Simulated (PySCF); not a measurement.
# Relaxation of triplet H₃CoO

These are results of PySCF, UPBE0, basis Co def2-TZVP, O def2-TZVP, H def2-TZVP (no relativity, density fitting), not measurements. A (50,194) grid was used.

A start at or just off a symmetric point, pushed along the force that breaks its symmetry, of Cs symmetry, free to break it:

```xyz
5
charge 0 multiplicity 3, angstrom
Co    0.0000    0.2189    0.1821
O     0.0000   -1.0242   -0.8135
H     0.8771    0.8730    1.1624
H    -0.8771    0.8730    1.1624
H     0.0000    1.7108   -0.0606
```

What forces act on the atoms at the start (eV/Å)?


```
atom     Fx     Fy     Fz
 Co1   0.00  -0.12   0.14
  O2   0.00   0.37  -0.20
  H3   0.28   0.23   0.03
  H4  -0.28   0.23   0.03
  H5   0.00  -0.71   0.00
```

What does it relax to?

It ends at C2v with Co–H 1.523 Å (×2), Co–H 1.527 Å, Co–O 1.647 Å; H–Co–H 42.8° (×2), H–Co–H 85.7°, H–Co–O 137.2° (×2), H–Co–O 180.0°. A frequency run shows 1 imaginary mode, down to 975i cm⁻¹, so it is a saddle point. Other isomers or separated fragments may lie lower.

How much energy is released, and in how many steps?

103.9 kJ/mol in 20 steps.

Open d and f shells are described by one determinant, and the ground state may have another occupation or spin. At this level a quintet minimum of Cs symmetry lies 47 kJ/mol below this structure.
